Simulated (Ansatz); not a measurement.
Mulliken charges of CH$_{6}$NPSi (`C1NP[SiH2]1`) from PBE/def2-TZVPP in Ansatz (PBE0-D4/def2-TZVP geometry).

```csv
atom,x (Å),y (Å),z (Å),charge (e)
C1,-0.519,0.754,-0.280,-0.165
N2,0.389,0.867,0.865,-0.224
P3,0.974,-0.716,1.276,-0.040
Si4,0.382,-0.797,-0.907,0.233
H5,-0.526,1.647,-0.911,0.090
H6,-1.554,0.512,0.004,0.093
H7,0.127,1.501,1.609,0.130
H8,-0.253,-1.394,1.631,-0.002
H9,1.493,-0.500,-1.848,-0.056
H10,-0.429,-1.926,-1.436,-0.059
```

Task: By hand: the dipole of these point charges (1 e Å = 4.8032 D).

Result: Σ q r = (-0.185, 0.060, -0.097) e Å, of length 0.217 e Å = 1.04 D.

Task: How does the dipole of the full density compare? (Best estimate.)

Result: Computed: (-0.301, 0.142, -0.072) e Å, 1.64 D; the point charges give 0.63 times that, at 16° from its direction.

Point charges leave out the atoms' own dipoles, such as those of lone pairs, and Mulliken's split depends on the basis, so the two needn't agree.
